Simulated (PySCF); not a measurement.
Ligands exchanged one at a time, In H-OH. Gas-phase values, no solvent. One relaxed conformer stands for each flexible species; it need not be the lowest. Strings in code marks are SMILES.

Computed with PBE-D3(BJ)/def2-TZVP // B3LYP-D3(BJ)/def2-TZVP run with PySCF 2.14.0. Excitations are Tamm–Dancoff values on a coarser integration grid. The basis has no diffuse functions, so Rydberg states are missing or too high.

| species | S1 excitation (TDA) (eV) | S1 oscillator strength | HOMO (eV) |
|---|---|---|---|
| 0 of 3 H replaced by OH (`[InH3]`) | – | – | -6.99 |
| 1 of 3 H replaced by OH (`[OH][InH2]`) | 4.73 | 0.003 | -6.66 |
| 2 of 3 H replaced by OH (`[OH][InH][OH]` (H–O–In–O torsion 0°, O–In–O–H torsion 0°)) | 4.70 | 0.000 | -6.65 |
| 3 of 3 H replaced by OH | 4.18 | 0.000 | -6.95 |
